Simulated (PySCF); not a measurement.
C2H5ClOSi, SMILES C=CO[SiH2]Cl. Atoms are numbered in the order given.

```xyz
10

C      0.6051     3.1111     0.0000
C     -0.2404     2.0802     0.0000
O      0.1829     0.7851     0.0000
Si    -0.7524    -0.5951     0.0000
Cl     0.5579    -2.1825     0.0000
H      1.6856     2.9522     0.0000
H      0.2172     4.1304     0.0000
H     -1.3287     2.2321     0.0000
H     -1.5881    -0.6551     1.2259
H     -1.5881    -0.6551    -1.2259
```
Charge 0, spin multiplicity 1.

Geometry: B3LYP-D3(BJ)/def2-SVP. The geometry has at least one imaginary mode, so it is a saddle point at that level. The structure was generated by enumeration, and PubChem lists no compound with its InChIKey, so it may never have been made. One conformer was computed; it need not be the lowest.

Two levels are set side by side: PBE/pcSseg-1 (PySCF) and PBE0/pcSseg-1 (PySCF). GIAO shifts against H2O (¹⁷O), HCl (³⁵Cl), TMS (²⁹Si), TMS (¹H), TMS (¹³C) at the same level; non-relativistic, no solvent, atoms listed together averaged. Without spin–orbit terms, shifts of atoms bonded to Cl or Br come out too high at both levels. Differences are taken from unrounded values.

| quantity | PBE0 | PBE | PBE minus PBE0 |
|---|---|---|---|
| δ(¹³C) of C1 (ppm) | 105.8 | 102.7 | -3.1 |
| δ(¹³C) of C2 (ppm) | 152.1 | 150.1 | -1.9 |
| δ(¹⁷O) of O3 (ppm) | 125.4 | 144.7 | 19.3 |
| δ(²⁹Si) of Si4 (ppm) | -6.1 | -5.5 | 0.6 |
| δ(³⁵Cl) of Cl5 (ppm) | 17.8 | 33.7 | 15.9 |
| δ(¹H) of H8 (ppm) | 6.74 | 6.80 | 0.06 |
| δ(¹H) of H9, H10 (ppm) | 5.68 | 5.96 | 0.28 |

Rough cost on one machine, each run with all the roots and properties that it gave: PBE0 against PBE within a factor of 2.
